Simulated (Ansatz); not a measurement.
One change: `[OH][Nb]([F])(=[S])[Cl]` becomes `[OH][Nb](=[S])([Cl])[Cl]`.

Ansatz, PBE0-D4/def2-TZVP geometries, multiplicity 1. Each molecule was computed in one conformer, which needn't be the lowest.

Elements past krypton have def2 core potentials.

```csv
property,`[OH][Nb]([F])(=[S])[Cl]`
LUMO energy (ωB97M-V/def2-TZVPP) / eV,-0.53
LUMO energy (PBE0/def2-TZVPP) / eV,-2.62
HOMO–LUMO gap (PBE0/def2-TZVPP) / eV,5.59
size of the dipole moment (B3LYP/def2-TZVPP) / D,2.34
LUMO energy (B3LYP/def2-TZVPP) / eV,-2.80
HOMO energy (ωB97M-V/def2-TZVPP) / eV,-10.28
```

Question: Give the same properties after the change, and the shifts. (An estimate is asked.)

Answer: Computed: 
```tsv
property	`[OH][Nb](=[S])([Cl])[Cl]`	shift
LUMO energy (ωB97M-V/def2-TZVPP) / eV	-0.80	-0.27
LUMO energy (PBE0/def2-TZVPP) / eV	-2.86	-0.24
HOMO–LUMO gap (PBE0/def2-TZVPP) / eV	5.34	-0.25
size of the dipole moment (B3LYP/def2-TZVPP) / D	2.25	-0.09
LUMO energy (B3LYP/def2-TZVPP) / eV	-3.02	-0.22
HOMO energy (ωB97M-V/def2-TZVPP) / eV	-10.26	0.02
```

Dipoles are sizes alone; their direction can turn.

B3LYP here is the variant with VWN-RPA as its local correlation; programs differ in this.
